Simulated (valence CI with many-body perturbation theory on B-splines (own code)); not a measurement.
## Missing levels of Tl LXXVII

Method: valence CI with perturbative core correlation (CI+MBPT): three valence electrons over a frozen Dirac-Fock core [He], radial functions for each j: 11 s, 11 p, 9 d, 7 f, 5 g, 2 h, 1 i, with the one-electron correlation potential Σ1, the two-electron term Σ2, the three-electron term Σ3, Breit, model QED; selected CI, second order for the rest (own B-spline code, finite nucleus).

No measured spectrum was set against this ion. As an estimate, large intervals hold to a few tenths of a per cent, small ones and those within an open d or f shell to about a per cent.

| Level | E (eV) |
| --- | --- |
| (2s^2 2p1/2) J=1/2 | 0.0 |
| (2s 2p1/2^2) J=1/2 | 319.0 |
| (2s^2 2p3/2) J=3/2 | 2221.8 |
| (2s 2p1/2 2p3/2) J=3/2 [a] | ? |
| (2s 2p1/2 2p3/2) J=5/2 | 2490.3 |
| (2s 2p1/2 2p3/2) J=1/2 | 2574.2 |
| (2s 2p1/2 2p3/2) J=3/2 [b] | 2575.8 |
| (2p1/2^2 2p3/2) J=3/2 | 2904.5 |
| (2s 2p3/2^2) J=5/2 | 4687.4 |
| (2s 2p3/2^2) J=1/2 | 4811.5 |
| (2s 2p3/2^2) J=3/2 | ? |
| (2p1/2 2p3/2^2) J=3/2 | 5069.3 |
| (2p1/2 2p3/2^2) J=5/2 | 5091.7 |
| (2p1/2 2p3/2^2) J=1/2 | 5158.3 |
| (2p3/2^3) J=3/2 | 7339.5 |
| (2s^2 3s) J=1/2 | ? |
| (2s^2 3p1/2) J=1/2 | ? |
| (2s 2p1/2 3s) J=1/2 [a] | ? |
| (2s 2p1/2 3s) J=3/2 | ? |
| (2s 2p1/2 3s) J=1/2 [b] | 13454.2 |

Levels are named by their leading jj configuration (3d3/2^4 stands for four electrons in 3d with j = 3/2), which in mixed levels can hold well under half, so a name can repeat and another be missing. Letters in brackets count levels of one name in rising energy.

Problem. The levels stand in rising order. What does the calculation give for the missing energies?

Solution. (2s 2p1/2 2p3/2) J=3/2 [a] 2447.9; (2s 2p3/2^2) J=3/2 4812.0; (2s^2 3s) J=1/2 13173.2; (2s^2 3p1/2) J=1/2 13277.2; (2s 2p1/2 3s) J=1/2 [a] 13387.1; (2s 2p1/2 3s) J=3/2 13417.8.
